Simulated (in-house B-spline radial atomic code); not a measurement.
**HSE06 excitations of Lu3+**

Method: HSE06. Computed with an all-electron radial atomic-structure program (B-spline basis): linear response of the closed shell [Xe] 4f14 with the functional's adiabatic kernel; scalar-relativistic (spin-free one-electron X2C), finite nucleus, no spin-orbit coupling, no double excitations, S, P, D and F terms only; shells from n = 3 respond. Only terms of natural parity with L up to 3 were computed.

Spin-orbit coupling is strong here, so these LS terms don't match observed levels.

Command:
```bash
python run_td.py task.json out
```
Settings (radii: box in bohr, nucleus in fm):
```
Z                        71
electrons                68
configuration            [Xe] 4f14
hamiltonian              x2c
method                   hse06
box_radius               23.08
rms_radius               5.37
intervals                71
```

Cost of the run: 11 s on 1 thread of Arm Neoverse N1, on a shared host.

The lowest states, in the order of their Tamm-Dancoff energies; the method's threshold (minus the highest occupied level) is 39.08 eV. Labels give the largest channel, * marks a mixed state, and oscillator strengths are full-response dipole values. Semilocal kernels can invert the small singlet-triplet splittings of Rydberg terms. Energies in eV:

```tsv
state	full response	Tamm-Dancoff	oscillator strength
4f → 5d 3P	11.258	11.327	-
4f → 5d 3F	11.814	11.847	-
4f → 5d 1F	12.371	12.379	-
4f → 6s 3F	13.347	13.352	-
4f → 6s 1F	13.487	13.491	-
4f → 5d 1P	13.471	13.830	0.17
4f → 6p 3D	?	?	-
4f → 6p 1D	20.017	20.029	-
4f → 7s 3F	27.458	27.459	-
4f → 7s 1F	27.495	27.496	-
4f → 6d 3P	27.635	27.646	-
4f → 6d 3F	27.763	27.769	-
4f → 6d 1F	27.872	27.873	-
4f → 6d 1P	?	?	?
4f → 5f 3S	29.273	29.281	-
4f → 5f 3D	29.444	29.446	-
4f → 5f 1D	29.577	29.583	-
4f → 7p 3D	29.698	29.700	-
4f → 7p 1D	29.775	29.778	-
4f → 5f 1S	30.20	30.33	-
5p → 5d 3P	31.39	31.48	-
5p → 5d 3F	31.86	31.95	-
```

Where does 4f → 6p 3D lie?

At 19.762 eV in full response, 19.768 eV in Tamm-Dancoff.

Where does 4f → 6d 1P lie?

At 27.983 eV in full response, 28.015 eV in Tamm-Dancoff, oscillator strength 0.00485.

How large is the singlet-triplet splitting of 4f → 5d (F terms) in Tamm-Dancoff?

0.532 eV, from the unrounded values.

What polarisabilities and dispersion coefficient does the method give?

Dipole 4.433 bohr³, quadrupole 8.151 bohr⁵, C6 21.95 hartree·bohr⁶ for two such species.
